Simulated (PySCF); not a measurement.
Species: W(CMe)(NH2)3, C2H9N3W (singlet state).
Bonds: W1–C2, W1–N7, W1–N10, W1–N13, C2–C3. Hydrogens: H4, H5, H6 on C3; H8, H9 on N7; H11, H12 on N10; H14, H15 on N13.

Computed, not measured: PBE0-D3(BJ)/def2-SVP geometry optimisation, gas phase, def2 core potentials past Kr in PySCF 2.14.0.

Question: What internal coordinates does the optimisation give?

Answer: 
```tsv
bond	length (pm)
W1–C2	174.8
W1–N7, W1–N10, W1–N13	196.5
C2–C3	147.2
C3–H4, C3–H5, C3–H6	110.3
N7–H8 and 5 like bonds	101.6
```

Bonds in one row agree within 1 pm and their mean is given. A selection of angles:
```tsv
angle	degrees
C2–W1–N7	102.4
N7–W1–N10	115.6
W1–C2–C3	179.9
C2–C3–H4	111.3
H4–C3–H5	107.5
W1–N7–H8	121.9
W1–N7–H9	128.5
H8–N7–H9	109.6
```

All 3 N–W bonds measure 1.965 to 1.966 Å. N7 (nitrogen bonded to W and 2 H) is planar (angles 128.5°, 121.9° and 109.6°, sum 360.0°, 0.00 Å off the plane of its three neighbours). W1 (tungsten bonded to C and 3 N) is distorted tetrahedral (angles from 102.4° to 115.7°).

Point group: C3v (tolerance 0.08 Å). Whether it is a minimum is left open (no frequencies). Torsions: C2–W1–N7–H -179° and 0°, C2–W1–N10–H 180° and 0°, C2–W1–N13–H -179° and 0°.
